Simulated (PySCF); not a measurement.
# From computed data to an observable: oscillator strength and radiative lifetime

H3O3Si, SMILES O[Si](O)O (connectivity only; charge and spin as stated), charge +1, multiplicity 1.

Geometry: TPSSh-D3(BJ)/def2-SVP. The multiplicity is an assumed one; other spin states were not compared. The isomer is the one that the SMILES or the coordinates give; other isomers of the formula were not compared. Other conformers were not sampled.

TDDFT-PBE0/def2-SVPD in PySCF puts the first singlet state with f over 0.02 at 8.61 eV (vertical), with the transition dipole (0.146, 0.272, 0.000) in atomic units.

### Question
Find the oscillator strength, the wavelength and the radiative lifetime that this transition would have in vacuum if emission retraced absorption.

### Answer

|μ|² = 0.0953 au, so |μ| = 0.78 D. ΔE = 8.61/27.211 = 0.3164 hartree. f = (2/3) ΔE |μ|² = 0.020 (the program prints 0.020).
λ = 1239.84/8.61 = 144 nm; ν = 69444 cm⁻¹.
Einstein's coefficient A = 0.6670 ν² f s⁻¹ (ν in cm⁻¹) = 6.5e7 s⁻¹, so τ = 1/A = 15 ns. This state is S4; the lower singlets have f = 0.000, 0.000, 0.015. The figure is the radiative limit of this one transition; relaxation, internal conversion, crossing to triplets and a medium change what is measured.
